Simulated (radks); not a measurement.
Values are calculated unless marked as measured or tabulated.
Problem. These are the eigenvalues of the occupied orbitals of an atom or ion with whole-number occupations (eV). Code: a radial shooting solver on a logarithmic mesh with Libxc functionals. Model: scalar-relativistic Kohn-Sham, MS2 meta-GGA, spin-polarised, spherical densities, finite nucleus; meta-GGA in the generalised Kohn-Sham scheme; Fermi nuclear charge, rms radius of each element as measured or else 0.836 A^(1/3) + 0.57 fm.

| orbital | eigenvalue |
|---|---|
| 1s up | -80797.21 |
| 1s down | -80797.20 |
| 2s up | -14266.03 |
| 2s down | -14266.02 |
| 2p up | -12329.24 |
| 2p down | -12329.24 |
| 3s up | -3372.455 |
| 3s down | -3372.443 |
| 3p up | -2808.905 |
| 3p down | -2808.894 |
| 3d up | -2207.363 |
| 3d down | -2207.359 |
| 4s down | -735.0775 |
| 4s up | -735.0634 |
| 4p down | -549.9153 |
| 4p up | -549.9060 |
| 4d up | -327.3301 |
| 4d down | -327.3274 |
| 5s down | -108.6843 |
| 5s up | -108.5588 |
| 4f up | -81.1229 |
| 4f down | -81.1017 |
| 5p down | -60.1852 |
| 5p up | -60.0576 |
| 5d up | -6.9902 |
| 5d down | -6.7433 |
| 6s up | -6.0444 |

Which element is it, and in what charge state? The configuration may be excited. Open shells, if any, are filled with parallel spins first.

Solution. Z = 79, gold, charge 0: Au in [Xe] 4f14 5d10 6s1. The list shows which subshells hold electrons but not how many an open one holds; the 1s level, -2969.2 hartree, gives Z - s = 77.1 by -(Z - s)^2/2, which with screening and relativity narrows Z to a few neighbours, and the depths of the outer levels then fix element, charge and occupations together.
